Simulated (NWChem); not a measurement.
System: BH, singlet; SMILES [BH]

NWChem input:

```
start job
memory heap 200 mb stack 900 mb global 1100 mb
geometry units angstroms noautosym nocenter noautoz
  B      0.000000     0.000000     0.234306
  H      0.000000     0.000000    -1.010845
end
basis spherical
  B library def2-svp
  H library def2-svp
end
dft
  xc pbe0
  iterations 150
end
property
  response 1 0.0
end
task dft property
```

NWChem printed, in part:

```
             Northwest Computational Chemistry Package (NWChem) 7.3.0
             --------------------------------------------------------

                             Geometry "geometry" -> ""
                             -------------------------

 Output coordinates in angstroms (scale by  1.889725989 to convert to a.u.)

  No.       Tag          Charge          X              Y              Z
 ---- ---------------- ---------- -------------- -------------- --------------
    1 B                    5.0000     0.00000000     0.00000000     0.23430600
    2 H                    1.0000     0.00000000     0.00000000    -1.01084500

 Effective nuclear repulsion energy (a.u.)       2.1249521102

                              NWChem Property Module
                              ----------------------

                                 NWChem DFT Module
                                 -----------------

 Summary of "ao basis" -> "ao basis" (spherical)
 ------------------------------------------------------------------------------
       Tag                 Description            Shells   Functions and Types
 ---------------- ------------------------------  ------  ---------------------
 B                          def2-svp                 6       14   3s2p1d
 H                          def2-svp                 3        5   2s1p

            General Information
            -------------------
          SCF calculation type: DFT
          Wavefunction type:  closed shell.
          No. of atoms     :     2
          No. of electrons :     6
           Alpha electrons :     3
            Beta electrons :     3
          Charge           :     0
          Spin multiplicity:     1
          Use of symmetry is: off; symmetry adaption is: off
          Maximum number of iterations: 150
          AO basis - number of functions:    19
                     number of shells:     9
          Convergence on energy requested:  1.00D-06
          Convergence on density requested:  1.00D-05
          Convergence on gradient requested:  5.00D-04

              XC Information
              --------------
                         PBE0 Method XC Functional
                     Hartree-Fock (Exact) Exchange  0.250
          PerdewBurkeErnzerhof Exchange Functional  0.750
            Perdew 1991 LDA Correlation Functional  1.000 local
           PerdewBurkeErnz. Correlation Functional  1.000 non-local

             Grid Information
             ----------------
          Grid used for XC integration:  medium
          Radial quadrature: Mura-Knowles
          Angular quadrature: Lebedev.
          Tag              B.-S. Rad. Rad. Pts. Rad. Cut. Ang. Pts.
          ---              ---------- --------- --------- ---------
          B                   0.85       49           7.0       434
          H                   0.35       45           7.0       434
          Grid pruning is: on
          Number of quadrature shells:    94
          Spatial weights used:  Erf1

      Superposition of Atomic Density Guess
      -------------------------------------

 Sum of atomic energies:         -25.00327368

      Non-variational initial energy
      ------------------------------

 Total energy =     -24.927027
 1-e energy   =     -36.921740
 2-e energy   =       9.869761
 HOMO         =      -0.190884
 LUMO         =      -0.009936

   convergence    iter        energy       DeltaE   RMS-Dens  Diis-err
 ---------------- ----- ----------------- --------- --------- ---------
 d= 0,ls=0.0,diis     1    -25.2035080113 -2.73D+01  2.48D-02  5.43D-02
 d= 0,ls=0.0,diis     2    -25.2156643622 -1.22D-02  1.18D-02  8.15D-03
 d= 0,ls=0.0,diis     3    -25.2176678957 -2.00D-03  1.19D-03  1.65D-04
 d= 0,ls=0.0,diis     4    -25.2177111767 -4.33D-05  2.23D-04  1.71D-06
 d= 0,ls=0.0,diis     5    -25.2177117261 -5.49D-07  2.23D-05  2.82D-08
 d= 0,ls=0.0,diis     6    -25.2177117356 -9.47D-09  1.67D-06  3.61D-11

         Total DFT energy =      -25.217711735593
      One electron energy =      -37.141820882238
           Coulomb energy =       14.037555267638
    Exchange-Corr. energy =       -4.238398231219
 Nuclear repulsion energy =        2.124952110225

 Numeric. integr. density =        5.999999893119

                       DFT Final Molecular Orbital Analysis
                       ------------------------------------

 Vector    1  Occ=2.000000D+00  E=-6.884275D+00
              MO Center= -3.4D-15, -3.5D-15,  2.3D-01, r^2= 4.1D-02
   Bfn.  Coefficient  Atom+Function         Bfn.  Coefficient  Atom+Function
  ----- ------------  ---------------      ----- ------------  ---------------
     1      0.990481  1 B  s                  2     -0.037086  1 B  s

 Vector    2  Occ=2.000000D+00  E=-4.926725D-01
              MO Center= -5.3D-13, -5.4D-13, -4.8D-01, r^2= 9.5D-01
   Bfn.  Coefficient  Atom+Function         Bfn.  Coefficient  Atom+Function
  ----- ------------  ---------------      ----- ------------  ---------------
     2      0.499147  1 B  s                 15      0.349832  2 H  s
     1      0.223101  1 B  s                  6      0.211806  1 B  pz
     3      0.158552  1 B  s                 16      0.129483  2 H  s
     9     -0.034757  1 B  pz

 Vector    3  Occ=2.000000D+00  E=-2.424577D-01
              MO Center= -6.9D-13, -7.0D-13,  4.9D-01, r^2= 1.6D+00
   Bfn.  Coefficient  Atom+Function         Bfn.  Coefficient  Atom+Function
  ----- ------------  ---------------      ----- ------------  ---------------
     3      0.490170  1 B  s                  6     -0.427606  1 B  pz
     2      0.413927  1 B  s                 16     -0.293136  2 H  s
    15     -0.243778  2 H  s                  1      0.171416  1 B  s
     9      0.161192  1 B  pz                12     -0.037460  1 B  d  0

 Vector    4  Occ=0.000000D+00  E=-8.464273D-02
              MO Center= -2.0D-13, -2.2D-13,  2.1D-01, r^2= 1.9D+00
   Bfn.  Coefficient  Atom+Function         Bfn.  Coefficient  Atom+Function
  ----- ------------  ---------------      ----- ------------  ---------------
     4      0.411824  1 B  px                 5     -0.401686  1 B  py
     7     -0.398548  1 B  px                 8      0.388738  1 B  py

 Vector    5  Occ=0.000000D+00  E=-8.464273D-02
              MO Center=  5.5D-13,  5.7D-13,  2.1D-01, r^2= 1.9D+00
   Bfn.  Coefficient  Atom+Function         Bfn.  Coefficient  Atom+Function
  ----- ------------  ---------------      ----- ------------  ---------------
     5      0.411824  1 B  py                 4      0.401686  1 B  px
     8     -0.398548  1 B  py                 7     -0.388738  1 B  px

 Vector    6  Occ=0.000000D+00  E= 1.464304D-01
              MO Center= -4.4D-14, -4.5D-14, -5.0D-01, r^2= 3.3D+00
   Bfn.  Coefficient  Atom+Function         Bfn.  Coefficient  Atom+Function
  ----- ------------  ---------------      ----- ------------  ---------------
    16      2.504925  2 H  s                  9      1.421092  1 B  pz
     3     -1.367082  1 B  s                  2     -0.555764  1 B  s
     6     -0.434569  1 B  pz                15      0.137183  2 H  s
     1     -0.125024  1 B  s

     Multipole analysis of the density
     ---------------------------------

     L   x y z        total         alpha         beta         nuclear
     -   - - -        -----         -----         ----         -------
     0   0 0 0     -0.000000     -3.000000     -3.000000      6.000000

     1   1 0 0      0.000000      0.000000      0.000000      0.000000
     1   0 1 0      0.000000      0.000000      0.000000      0.000000
     1   0 0 1     -0.638867     -0.471259     -0.471259      0.303651

     2   2 0 0     -4.955847     -2.477923     -2.477923      0.000000
     2   1 1 0     -0.000000     -0.000000     -0.000000      0.000000
     2   1 0 1      0.000000      0.000000      0.000000      0.000000
     2   0 2 0     -4.955847     -2.477923     -2.477923      0.000000
     2   0 1 1      0.000000      0.000000      0.000000      0.000000
     2   0 0 2     -7.750438     -6.189812     -6.189812      4.629185

 *** CALLING NEW AORESP DRIVER FOR CLOSED AND OPEN SHELLS ***
 Entering AOResponse driver routine

--------------------------------------------------------------------------------

          -----------------------------------------------
          Solving response equations for perturbing field
          -----------------------------------------------

 number of frequencies:     1
 frequency in a.u.:  0.0000000E+00
 Perturbing field: electric
 Using El. Dipole Length Gauge

 Setting up CPKS with frequency omega =      0.00000000 a.u.

 STATIC response

                                NWChem CPHF Module
                                ------------------

  scftype          =     RHF
  nclosed          =        3
  nopen            =        0
  variables        =       48
  # of vectors     =        3
  tolerance        = 0.10D-03
  level shift      = 0.00D+00
  max iterations   =       50
  max subspace     =       30

 SCF residual:    4.5067253226299333E-007

Iterative solution of linear equations
  No. of variables       48
  No. of equations        3
  Maximum subspace       30
        Iterations       50
       Convergence  1.0D-04

   iter   nsub   residual    time
   ----  ------  --------  ---------
     1      3    2.08D+00       0.2
     2      6    3.08D-01       0.2
     3      9    2.42D-02       0.2
     4     12    1.81D-03       0.3
     5     15    9.73D-05       0.3

 Electric Dipole Response Matrix (nonzero elements):

              1        2        3
    1   18.9688   0.0000   0.0000
    2   -0.0000  18.9688   0.0000
    3    0.0000   0.0000  20.5310

 ------------------------------------------
 average:        19.48954 + I       0.00000

 DFT Linear Response polarizability / au
 Frequency  =       0.0000000 / au
              X              Y              Z
 -----------------------------------------------
 X      18.9687971      0.0000000      0.0000000
 Y      -0.0000000     18.9687971      0.0000000
 Z       0.0000000      0.0000000     20.5310280
 -----------------------------------------------
 Eigenvalues =      18.9687971     18.9687971     20.5310280
 Isotropic   =      19.4895408
 Anisotropic =       1.5622309
 -----------------------------------------------

 Magnetic Dipole Response Matrix (nonzero elements):

 Exiting AOResponse driver routine
```

Level: PBE0/def2-SVP. Low-valent species are run as closed-shell singlets; no triplet was tried in these runs. The geometry was optimised at B3LYP/6-31G* (spherical d).
